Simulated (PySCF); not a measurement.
hydrogen iodide (HI), SMILES I. The structure is a stationary point at PBE0-D3(BJ)/def2-TZVPD. The def2 effective core potentials stand for the cores of I; spin–orbit coupling is left out.

Level of theory: PBE0-D3(BJ)/def2-TZVPD (PySCF 2.14.0).

Harmonic wavenumbers (cm⁻¹): 2345. Rotational constants (GHz): 194.9 (linear); symmetry number 1.

Q: Work out the zero-point energy and the ideal-gas rigid-rotor harmonic-oscillator thermochemistry at 298.15 K and 1 atm.

A: ZPE = ½ Σ hcν = ½ × 2345 cm⁻¹ = 3.35 kcal/mol. H − E(el) = 5.43 kcal/mol. Entropy in cal/(mol K): translation 40.45, rotation 8.87, vibration 0.00, total 49.32. G − E(el) = -9.28 kcal/mol. Cp = 6.96 cal/(mol K).
